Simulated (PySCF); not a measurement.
Compound: (F)2Hf(OSiH2)2O (singlet state).
Bonds: Hf1–F2, Hf1–F3, Hf1–O4, Hf1–O8, O4–Si5, Si5–O6, O6–Si7, Si7–O8. Hydrogens: H9, H10 on Si5; H11, H12 on Si7.

Theory: PySCF 2.14.0, PBE0-D3(BJ)/def2-SVP geometry optimisation, gas phase, def2 core potentials past Kr.

List the bond lengths, angles and torsions at this level.

| bond | length (pm) |
| --- | --- |
| Hf1–F2, Hf1–F3 | 192.0 |
| Hf1–O4, Hf1–O8 | 194.4 |
| O4–Si5, Si7–O8 | 167.0 |
| Si5–O6, O6–Si7 | 166.1 |
| Si5–H9 and 3 like bonds | 148.5 |

Bonds in one row agree within 1 pm and their mean is given. A selection of angles:
| angle | degrees |
| --- | --- |
| F2–Hf1–F3 | 113.7 |
| F2–Hf1–O4 | 111.3 |
| O4–Hf1–O8 | 97.5 |
| Hf1–O4–Si5 | 134.5 |
| O4–Si5–O6 | 107.2 |
| O4–Si5–H9 | 109.5 |
| O6–Si5–H9 | 109.2 |
| H9–Si5–H10 | 112.1 |
| Si5–O6–Si7 | 139.0 |
| Hf1–O8–Si7 | 134.5 |

Dihedral angles: F2–Hf1–O4–Si5 -119° (anticlinal); F2–Hf1–O8–Si7 119° (anticlinal); Hf1–O4–Si5–O6 2° (synperiplanar); O4–Si5–O6–Si7 -1° (synperiplanar); Si5–O6–Si7–O8 1° (synperiplanar); O6–Si7–O8–Hf1 -2° (synperiplanar).

Hf1 (hafnium bonded to 2 F and 2 O) is distorted tetrahedral (angles from 97.5° to 113.7°). Si5 (silicon bonded to 2 O and 2 H) is tetrahedral (angles from 107.2° to 112.1°).

Point group: near C2v, missed by 0.08 Å at most; the miss may be what the optimiser left on a soft mode (Cs holds within 0.08 Å). Stationary, but not proved a minimum. Torsions: F2–Hf1–O4–Si5 -119°, F2–Hf1–O8–Si7 119°, Hf1–O4–Si5–O6 2°, O4–Si5–O6–Si7 -1°, Si5–O6–Si7–O8 1°.

On one thread, Intel Xeon at 2.50 GHz (x86_64), no GPU, shared host with 64 logical CPUs at a one-minute load of 62, this took 11 min wall, 8.8 min CPU and 0.65 GiB of memory at its peak. This is the geometry optimisation.
